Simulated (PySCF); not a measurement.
## Removing an electron from `CCP1CC=C(C)C1`

Species: C₇H₁₃P.
Structure used (PBE0-D3(BJ)/def2-SVP), in Å, numbered top down from 1:
```
atom  x, y, z in Å
C1    -2.7409    0.9024   -0.6261
C2    -1.7835   -0.2300   -0.2873
P3    -0.7680    0.1068    1.2399
C4     0.3747   -1.3759    1.1188
C5     1.4773   -0.9812    0.1828
C6     1.5674    0.3134   -0.1558
C7     2.6122    0.9057   -1.0439
C8     0.5303    1.2133    0.4666
H9    -3.4381    1.0997    0.2031
H10   -3.3388    0.6658   -1.5200
H11   -2.2054    1.8426   -0.8346
H12   -1.1117   -0.4533   -1.1343
H13   -2.3503   -1.1528   -0.0770
H14   -0.1898   -2.2596    0.7749
H15    0.7652   -1.6339    2.1197
H16    2.1961   -1.7241   -0.1790
H17    3.3165    0.1462   -1.4115
H18    2.1527    1.4021   -1.9155
H19    3.1885    1.6811   -0.5112
H20    0.9869    1.8615    1.2365
H21    0.0698    1.8969   -0.2679
```

Level: B3LYP/def2-SVPD (PySCF). Frontier orbitals with their largest atomic shares (Löwdin; up to four atoms above 4 %):

| orbital | ε (eV) | main atoms |
| --- | --- | --- |
| HOMO−3 | -8.61 | C4 24 %, P3 24 %, C8 18 %, C2 5 % |
| HOMO−2 | -8.43 | C2 25 %, P3 21 %, C1 11 %, C8 10 % |
| HOMO−1 | -6.60 | C5 32 %, C6 30 %, C4 8 %, C8 6 % |
| HOMO | -6.25 | ? |
| LUMO | 0.16 | C5 24 %, C6 23 %, C4 6 %, C8 6 % |
| LUMO+1 | 0.35 | C7 17 %, C5 10 %, C6 9 %, C8 8 % |
| LUMO+2 | 0.73 | P3 18 %, C1 14 %, C4 11 %, H15 7 % |

Q: What vertical ionisation energy does ΔSCF give, and how far is −ε(HOMO) from it?

A: ΔSCF: 8.37 eV (808 kJ/mol; threshold wavelength 148 nm); ⟨S²⟩ of the doublet left behind is 0.752, against 0.75 for a pure doublet. −ε(HOMO) is 6.25 eV, 2.12 eV below it. For the exact functional −ε(HOMO) would equal the first vertical ionisation energy; B3LYP (global hybrid, 20 % exact exchange) falls short of its own ΔSCF value by 25 %.

Q: On which atoms does the HOMO lie?

A: P3 (phosphine phosphorus) 60 %, C2 (sp3 carbon bound to phosphorus) 11 %, C8 (sp3 carbon bound to phosphorus) 8 %, C4 (sp3 carbon bound to phosphorus) 8 %, so more than half of it is on one atom. The HOMO−1 lies 0.35 eV lower.

Q: What total energies stand behind the ΔSCF value?

A: E(N) = -615.65063 Eh and E(N − 1) = -615.34292 Eh at the same geometry, 0.30771 Eh apart.

Q: With α = 108.6 au, estimate the like-pair dispersion coefficient by London's formula C6 = (3/4)α²I.

A: I = 0.3077 Eh, so C6 ≈ 2720 au, a rough estimate.

Q: What kinetic energy would electrons from this vertical process carry with He II light (40.814 eV)?

A: 40.81 − 8.37 = 32.44 eV.

Geometry: PBE0-D3(BJ)/def2-SVP, one conformer, isolated molecule.
